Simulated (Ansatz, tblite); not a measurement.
Forces on B(NH2)3 (BN3H6) at its PBE-D4/def2-SVP geometry. Total charge 0; singlet.

The xTB rows come from tblite. Correlated methods freeze 4 core orbitals.

GFN2-xTB (tblite), largest force 0.63 eV/Å:

```xyz
10
positions Å, forces eV/Å
B     0.008   -0.002    0.013    0.036    0.037   -0.034
N     0.125    1.425   -0.117   -0.138   -0.140   -0.195
H    -0.636    2.052    0.135    0.448   -0.402   -0.139
H     0.782    1.857   -0.764   -0.368   -0.278    0.412
N     1.053   -0.862   -0.481   -0.226    0.058   -0.210
H     0.901   -1.862   -0.598    0.094    0.607    0.126
H     1.786   -0.512   -1.095   -0.457   -0.179    0.371
N    -1.146   -0.578    0.660    0.247    0.064    0.279
H    -1.773    0.007    1.210    0.390   -0.319   -0.339
H    -1.100   -1.525    1.036   -0.025    0.553   -0.272
```

PBE-D4/def2-TZVP (Ansatz), largest force 0.26 eV/Å:

```
B 0.007 0.013 -0.011
N -0.040 0.163 -0.103
H 0.191 -0.160 -0.061
H -0.159 -0.109 0.170
N 0.059 -0.104 -0.167
H 0.040 0.250 0.036
H -0.181 -0.085 0.164
N -0.046 -0.048 0.217
H 0.148 -0.145 -0.145
H -0.019 0.225 -0.100
```

B2PLYP/def2-TZVP (Ansatz), largest force 0.63 eV/Å:

```
B 0.015 0.016 -0.007
N -0.099 0.310 -0.230
H 0.459 -0.392 -0.151
H -0.389 -0.272 0.408
N 0.093 -0.197 -0.357
H 0.088 0.608 0.083
H -0.446 -0.203 0.389
N -0.066 -0.085 0.455
H 0.375 -0.347 -0.346
H -0.031 0.562 -0.244
```
